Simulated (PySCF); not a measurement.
Coordinates in bohr (charge 0 multiplicity 1):
```
Hf   -0.4345    0.0000   -0.4865
N     1.9241    0.0002   -2.7358
Cl    1.4545    0.0001    3.5960
```

All numbers come from PySCF, PBE0, basis Hf def2-TZVP with ECP60, N def2-TZVP, Cl def2-TZVP (scalar-relativistic core potentials, no spin–orbit coupling, density fitting).

This geometry of ClHfN is a stationary point at this level.

(1) What is the point group?

(2) Is it a minimum?

(3) List the harmonic modes with their infrared intensities.

(4) What is the atomisation energy, with and without zero-point energy?

Answers

(1) Cs.

(2) Yes: all harmonic wavenumbers are real.

(3) 
```csv
symmetry,ω (cm⁻¹),IR (km/mol)
a',184,15.7
a',354,59.3
a',970,69.2
```

(4) 930 kJ/mol without, 921 kJ/mol with.

This need not be the most stable arrangement of these atoms. No spin–orbit coupling is included, which matters more the heavier the element.
